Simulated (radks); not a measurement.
Species: the platinum ion Pt4+. Configuration: [Xe] 4f14 5d6 (the NIST ground configuration).

All-electron calculation, scalar-relativistic Kohn-Sham, LDA (Slater exchange, VWN5 correlation), spin-polarised, spherical densities, finite nucleus; open shells are filled with parallel spins first (spin-orbit coupling, left out, can overturn this in heavy ions); Fermi nuclear charge, rms radius 5.427 fm. Program: a radial shooting solver on a logarithmic mesh with Libxc functionals.

Energy parts (Ry):
| part | energy |
|---|---|
| total | -36791.1483 |
| kinetic | 41001.1740 |
| electron-nucleus | -91146.6710 |
| Hartree | 14038.9403 |
| exchange-correlation | -684.5916 |

Orbitals (lengths in bohr, moments of r in powers of bohr; r(max) is where P^2 peaks):
1s up: occ. 1; eigenvalue (Ry) -5761.178; r(max) 0.01063
1s down: occ. 1; eigenvalue (Ry) -5761.177; r(max) 0.01063
2s up: occ. 1; eigenvalue (Ry) -1015.415; r(max) 0.06128
2s down: occ. 1; eigenvalue (Ry) -1015.392; r(max) 0.06128
2p up: occ. 3; eigenvalue (Ry) -881.1850; r(max) 0.05060
2p down: occ. 3; eigenvalue (Ry) -881.1655; r(max) 0.05060
3s up: occ. 1; eigenvalue (Ry) -241.3892; r(max) 0.1728
3s down: occ. 1; eigenvalue (Ry) -241.3773; r(max) 0.1728
3p up: occ. 3; eigenvalue (Ry) -202.2804; r(max) 0.1718
3p down: occ. 3; eigenvalue (Ry) -202.2679; r(max) 0.1718
3d up: occ. 5; eigenvalue (Ry) -159.7087; r(max) 0.1398
3d down: occ. 5; eigenvalue (Ry) -159.6909; r(max) 0.1398
4s up: occ. 1; eigenvalue (Ry) -54.79597; r(max) 0.3900
4s down: occ. 1; eigenvalue (Ry) -54.77176; r(max) 0.3900
4p up: occ. 3; eigenvalue (Ry) -41.95886; r(max) 0.4101
4p down: occ. 3; eigenvalue (Ry) -41.93446; r(max) 0.4101
4d up: occ. 5; eigenvalue (Ry) -26.34205; r(max) 0.4181
4d down: occ. 5; eigenvalue (Ry) -26.31308; r(max) 0.4182
4f up: occ. 7; eigenvalue (Ry) -8.97635; r(max) 0.3843
4f down: occ. 7; eigenvalue (Ry) -8.93482; r(max) 0.3842
5s up: occ. 1; eigenvalue (Ry) -11.30355; r(max) 0.8678
5s down: occ. 1; eigenvalue (Ry) -11.14407; r(max) 0.8650
5p up: occ. 3; eigenvalue (Ry) -7.89475; r(max) 0.9735
5p down: occ. 3; eigenvalue (Ry) -7.70465; r(max) 0.9692
5d up: occ. 5; eigenvalue (Ry) -3.98611; r(max) 1.210
5d down: occ. 1; eigenvalue (Ry) -3.77617; r(max) 1.206
6s up: occ. 0; eigenvalue (Ry) -3.27599; r(max) 2.016
6s down: occ. 0; eigenvalue (Ry) -3.13278; r(max) 2.040
6p up: occ. 0; eigenvalue (Ry) -2.46654; r(max) 2.380
6p down: occ. 0; eigenvalue (Ry) -2.36504; r(max) 2.426

The highest occupied level is 5d down at -51.377 eV. The density falls to 0.001 e/bohr^3 at r = 3.13 bohr. For comparison, the ionisation energy in NIST's Atomic Spectra Database is 56 eV (theoretical). In exact Kohn-Sham theory the highest level is minus the ionisation energy, but local and semilocal functionals leave it too shallow, through self-interaction and a potential that decays too fast; potentials with the right tail come closer. Summed over all electrons, <r^2> = 33.45 bohr^2, which gives a Langevin (diamagnetic) susceptibility term of -26.5 x 10^-6 cm^3/mol.
